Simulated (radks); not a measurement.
Excited configurations of Re: one electron is placed in a higher orbital outside [Xe] 4f14 5d5 6s1. The ground configuration is [Xe] 4f14 5d5 6s2. Method: Dirac Kohn-Sham, LDA (Slater exchange, Perdew-Wang correlation), spin-unpolarised, spherical densities, point nucleus; open shells are shared between the two j in proportion to 2j + 1; computed with a radial shooting solver on a logarithmic mesh with Libxc functionals. Excitation = E - E(ground); binding = E(ion) - E, where the ion is the core of charge +1; n* = 1/sqrt(2 binding) in atomic units, and the quantum defect is n - n*. Eigenvalue and <r> are those of j = l + 1/2.

outer orbital  excitation (eV)  binding (eV)     n*  quantum defect  eigenvalue (eV)  <r> (bohr)
5f                       8.596         0.917  3.853           1.147           -0.437       17.30
6p                       4.817         4.695  1.702           4.298           -2.102       4.553
6d                       7.906         1.606  2.910           3.090           -0.721       10.25
6f                       8.877         0.636  4.626           1.374           -0.369       29.21
7s                       6.922         2.590  2.292           4.708           -1.513       8.361
7p                       7.706         1.806  2.745           4.255           -1.003       11.34
7f                       9.051         0.461  5.433           1.567           -0.290       43.73

Estimate the row for 7d.

Answer. excitation (eV) 8.518; binding (eV) 0.995; n* 3.699; quantum defect 3.301; eigenvalue (eV) -0.561; <r> (bohr) 19.41. The Delta-SCF ionisation energy is 9.512 eV (NIST Atomic Spectra Database: 7.834 eV, measured). Self-interaction in the functional shifts the binding energies and quantum defects, so they are the method's values and not measured ones. Spin polarisation and multiplet splitting are left out, so open shells lie too high by an amount that depends on their filling. Sharing an open shell by 2j + 1 raises it above the true ground level by a part of the spin-orbit splitting, which enters the differences from NIST.

Beside tabulated values, note that spin-unpolarised runs miss the spin-polarisation part of the exchange energy of open shells.
